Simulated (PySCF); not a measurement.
Pb²⁺ (lead, charge +2): UHF calculation

Configuration: [Xe] 4f14 5d10 6s1 7s1, high-spin 3S determinant (an excited configuration). Calculation: PySCF 2.14, in aug-cc-pVQZ-PP with one added diffuse shell each of s, p, d, f, g type with ECP60MDF (8s8p6d4f3g, 117 functions); scalar relativity through the core potential.

| Quantity | Value |
| --- | --- |
| Total energy | -190.489235 hartree |
| One-electron energy | -318.4204 hartree |
| Hartree (Coulomb) energy | 142.4196 hartree |
| Exchange energy | -14.4885 hartree |
| ⟨S²⟩ | 2.0010 |
| ⟨L²⟩ | 0.000 |
| Sum of ⟨r⟩ | 27.77 bohr |
| Sum of ⟨r²⟩ | 59.06 bohr² |

```csv
shell,electrons,mean orbital energy (eV),"rms radius, mean of both spins (bohr)"
5s α,1,-190.31,0.925
5s β,1,-189.82,0.925
5p α,3,-127.20,1.05
5p β,3,-126.99,1.05
5d α,5,-51.412,1.37
5d β,5,-50.911,1.37
6s α,1,-35.085,2.27
7s α,1,-12.891,5.18
```

Energies and moments cover only the electrons outside the core potential. Spin-orbit coupling, which splits the p, d and f shells strongly at this Z, is absent. The outer electron is Rydberg-like, and this basis confines it to a smaller radius and binds it less than a complete one would.
